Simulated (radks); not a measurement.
Problem. Cr+, configuration [Ar] 3d5 (the NIST ground configuration). All-electron calculation, scalar-relativistic Kohn-Sham, SCAN, spin-polarised, spherical densities, finite nucleus; open shells are filled with parallel spins first; meta-GGA in the generalised Kohn-Sham scheme; Fermi nuclear charge, rms radius 3.6452 fm. Program: a radial shooting solver on a logarithmic mesh with Libxc functionals. Some entries of the table are withheld. Estimate them.

orbital,occ.,eigenvalue (Ry),r(max) (bohr)
1s down,1,-434.3041,0.04162
1s up,1,-434.3012,0.04162
2s up,1,-50.13349,0.2432
2s down,1,-49.96684,0.2429
2p up,3,-42.08851,0.1979
2p down,3,-41.96433,0.1976
3s up,1,(1),(2)
3s down,1,(3),(4)
3p up,3,-4.07726,0.8011
3p down,3,-3.64952,0.8018
3d up,5,-0.81000,0.8438

Solution. 
(1) 3s up eigenvalue (Ry): -6.26658
(2) 3s up r(max) (bohr): 0.7785
(3) 3s down eigenvalue (Ry): -5.83462
(4) 3s down r(max) (bohr): 0.7782
